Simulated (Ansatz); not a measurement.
`[O]=[W](=[O])([OH])[OH]`, relaxed with RKS PBE0-D4/def2-TZVP in the Gaussian-basis code of Ansatz from a GFN2-xTB geometry. The force threshold is 0.005 eV/Å; the program also tests the step.

The species carries charge 0 and has multiplicity 1. W takes the def2 core potential.

Start:

```xyz
7

O     0.246   -0.585   -1.861
W     0.287   -0.247   -0.200
O     1.602   -1.026    0.533
O     0.440    1.596    0.045
O    -1.297   -0.844    0.588
H     0.730    2.516   -0.020
H    -2.008   -1.411    0.915
```

(1) By how much does the energy fall, and how many steps does the optimiser take? (Best estimate.)

(2) Which bonds change most? (Estimate.)

(3) Give the relaxed structure. (An estimate is asked.)

## Answers

(1) Ansatz gave: 25.90 kJ/mol, in 21 steps, 3 of them rejected.

(2) Computed: W2–O4 from 1.866 to 1.881 Å; W2–O5 from 1.867 to 1.881 Å; W2–O3 from 1.695 to 1.704 Å; O1–W2 from 1.695 to 1.704 Å.

(3) Ansatz gave: 
```xyz
7

O     0.504   -0.430   -1.814
W     0.249   -0.204   -0.144
O     1.397   -1.123    0.717
O     0.475    1.611    0.299
O    -1.488   -0.783    0.286
H     0.567    2.324   -0.336
H    -1.705   -1.396    0.992
```
